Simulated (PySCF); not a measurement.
H5GeNZn (SMILES [NH2][Zn][GeH3]), singlet, geometry from GFN2-xTB (such geometries of metal compounds can be far from the true shape); PBE0/def2-SVP, polarisability in PySCF.

Input for PySCF:
```python
from pyscf import gto, scf, dft
from pyscf.prop import polarizability

mol = gto.M(
    atom='''
Zn   -0.22685536    0.72783173   -0.52592554
N     0.14433191    2.29010460   -1.39755029
H    -0.22588893    3.18029933   -1.09525714
H     0.18942226    2.34948717   -2.40521523
Ge    0.15612393   -1.19192628    0.79702849
H     1.08741501   -2.23097292    0.23651650
H     0.76538093   -0.96839572    2.15338602
H    -1.01695744   -2.05446081    1.16627654
''',
    basis='def2-svp',
    verbose=4,
)

mf = dft.RKS(mol)
mf.xc = 'pbe0'
mf.kernel()
alpha = mf.Polarizability().polarizability()[2, 2]
print('alpha_zz =', alpha)
```

It wrote (shortened):

```
site-packages/pyscf/prop/efg/rhf.py:45: UserWarning: Module EFG is under testing
  warnings.warn('Module EFG is under testing')
site-packages/pyscf/prop/efg/dhf.py:30: UserWarning: Module EFG is under testing
  warnings.warn('Module EFG is under testing')
site-packages/pyscf/prop/zfs/uhf.py:40: UserWarning: Module ZFS is under testing
  warnings.warn('Module ZFS is under testing')
site-packages/pyscf/prop/gtensor/uhf.py:43: UserWarning: Module g-tensor is under testing
  warnings.warn('Module g-tensor is under testing')
site-packages/pyscf/prop/gtensor/uks.py:41: UserWarning: Module g-tensor is under testing
  warnings.warn('Module g-tensor is under testing')
site-packages/pyscf/prop/hfc/uks.py:35: UserWarning: Module HFC is under testing
  warnings.warn('Module HFC is under testing')
site-packages/pyscf/prop/magnetizability/rhf.py:39: UserWarning: Module magnetizability is under testing
  warnings.warn('Module magnetizability is under testing')
site-packages/pyscf/prop/magnetizability/uhf.py:37: UserWarning: Module magnetizability is under testing
  warnings.warn('Module magnetizability is under testing')
site-packages/pyscf/prop/magnetizability/rks.py:37: UserWarning: Module magnetizability is under testing
  warnings.warn('Module magnetizability is under testing')
site-packages/pyscf/prop/magnetizability/uks.py:39: UserWarning: Module magnetizability is under testing
  warnings.warn('Module magnetizability is under testing')
site-packages/pyscf/prop/polarizability/uhf.py:34: UserWarning: Module polarizability is under testing
  warnings.warn('Module polarizability is under testing')
site-packages/pyscf/prop/polarizability/rks.py:29: UserWarning: Module polarizability is under testing
  warnings.warn('Module polarizability is under testing')
site-packages/pyscf/prop/polarizability/uks.py:29: UserWarning: Module polarizability is under testing
  warnings.warn('Module polarizability is under testing')
PySCF version 2.14.0

[INPUT] verbose = 4
[INPUT] num. atoms = 8
[INPUT] num. electrons = 74
[INPUT] charge = 0
[INPUT] spin (= nelec alpha-beta = 2S) = 0
[INPUT] symmetry False subgroup None
[INPUT] Mole.unit = angstrom
[INPUT] Symbol           X                Y                Z      unit          X                Y                Z       unit  Magmom
[INPUT]  1 Zn    -0.226855360000   0.727831730000  -0.525925540000 AA   -0.428694500290   1.375402634468  -0.993855232514 Bohr   0.0
[INPUT]  2 N      0.144331910000   2.290104600000  -1.397550290000 AA    0.272747780935   4.327670490607  -2.640987293406 Bohr   0.0
[INPUT]  3 H     -0.225888930000   3.180299330000  -1.095257140000 AA   -0.426868212271   6.009894727838  -2.069736030574 Bohr   0.0
[INPUT]  4 H      0.189422260000   2.349487170000  -2.405215230000 AA    0.357956193296   4.439887284479  -4.545198055333 Bohr   0.0
[INPUT]  5 Ge     0.156123930000  -1.191926280000   0.797028490000 AA    0.295031469191  -2.252414229872   1.506165559576 Bohr   0.0
[INPUT]  6 H      1.087415010000  -2.230972920000   0.236516500000 AA    2.054916552641  -4.215927810121   0.446951408941 Bohr   0.0
[INPUT]  7 H      0.765380930000  -0.968395720000   2.153386020000 AA    1.446360338665  -1.830002691001   4.069309818267 Bohr   0.0
[INPUT]  8 H     -1.016957440000  -2.054460810000   1.166276540000 AA   -1.921771041939  -3.882368264552   2.203943246105 Bohr   0.0

nuclear repulsion = 383.570426349106
number of shells = 44
number of NR pGTOs = 206
number of NR cGTOs = 102
basis = def2-svp
ecp = {}

******** <class 'pyscf.dft.rks.RKS'> ********
method = RKS
initial guess = minao
damping factor = 0
level_shift factor = 0
DIIS = <class 'pyscf.scf.diis.CDIIS'>
diis_start_cycle = 1
diis_space = 8
diis_damp = 0
SCF conv_tol = 1e-09
SCF conv_tol_grad = None
SCF max_cycles = 50
direct_scf = True
direct_scf_tol = 1e-13
XC library pyscf.dft.libxc version 7.1.2
    S. Lehtola, C. Steigemann, M. J. T. Oliveira, and M. A. L. Marques,  SoftwareX 7, 1–5 (2018)
XC functionals = pbe0
    C. Adamo and V. Barone,  J. Chem. Phys. 110, 6158 (1999)
    M. Ernzerhof and G. E. Scuseria,  J. Chem. Phys. 110, 5029 (1999)
radial grids:
    Treutler-Ahlrichs [JCP 102, 346 (1995); DOI:10.1063/1.469408] (M4) radial grids

becke partition: Becke, JCP 88, 2547 (1988); DOI:10.1063/1.454033
pruning grids: <function nwchem_prune>
grids dens level: 3
symmetrized grids: False
atomic radii adjust function: <function treutler_atomic_radii_adjust>
small_rho_cutoff = 0
Set gradient conv threshold to 3.16228e-05
Initial guess from minao.
tot grids = 104224
init E= -3912.05405569176
  HOMO = -0.298477209474933  LUMO = -0.0539545854693095  gap/eV = 6.65380
cycle= 1 E= -3912.9320850539  delta_E= -0.878  |g|= 0.678  |ddm|= 2.79
  HOMO = -0.127140615752161  LUMO = -0.0178383850423888  gap/eV = 2.97427
cycle= 2 E= -3912.72700182206  delta_E= 0.205  |g|= 1.15  |ddm|= 1.49
  HOMO = -0.25928640867767  LUMO = -0.0214745178872873  gap/eV = 6.47119
cycle= 3 E= -3913.01138577914  delta_E= -0.284  |g|= 0.129  |ddm|= 1.13
  HOMO = -0.231942056874948  LUMO = -0.0177595531374966  gap/eV = 5.82820
cycle= 4 E= -3913.01494671092  delta_E= -0.00356  |g|= 0.0467  |ddm|= 0.138
  HOMO = -0.235583705885833  LUMO = -0.0190731051548276  gap/eV = 5.89155
cycle= 5 E= -3913.01522627598  delta_E= -0.00028  |g|= 0.0142  |ddm|= 0.042
  HOMO = -0.235072515385433  LUMO = -0.0183990405633736  gap/eV = 5.89599
cycle= 6 E= -3913.01525029926  delta_E= -2.4e-05  |g|= 0.00364  |ddm|= 0.00975
  HOMO = -0.235520437167676  LUMO = -0.0182480496543995  gap/eV = 5.91228
cycle= 7 E= -3913.01525244991  delta_E= -2.15e-06  |g|= 0.000605  |ddm|= 0.00391
  HOMO = -0.235591858472603  LUMO = -0.0182670143713031  gap/eV = 5.91371
cycle= 8 E= -3913.01525253668  delta_E= -8.68e-08  |g|= 0.000111  |ddm|= 0.000924
  HOMO = -0.235589999148885  LUMO = -0.0182691157192094  gap/eV = 5.91360
cycle= 9 E= -3913.01525253998  delta_E= -3.29e-09  |g|= 3.01e-05  |ddm|= 0.000234
  HOMO = -0.235584265489985  LUMO = -0.0182686855726129  gap/eV = 5.91346
cycle= 10 E= -3913.01525254027  delta_E= -2.97e-10  |g|= 6.25e-06  |ddm|= 4.74e-05
  HOMO = -0.235582002134053  LUMO = -0.0182688293146223  gap/eV = 5.91339
Extra cycle  E= -3913.01525254025  delta_E= 1.91e-11  |g|= 7.89e-06  |ddm|= 1.6e-05
converged SCF energy = -3913.01525254025
Isotropic polarizability 58.157879192
Polarizability anisotropy 23.222974325
alpha_zz = 56.79339204778874
```
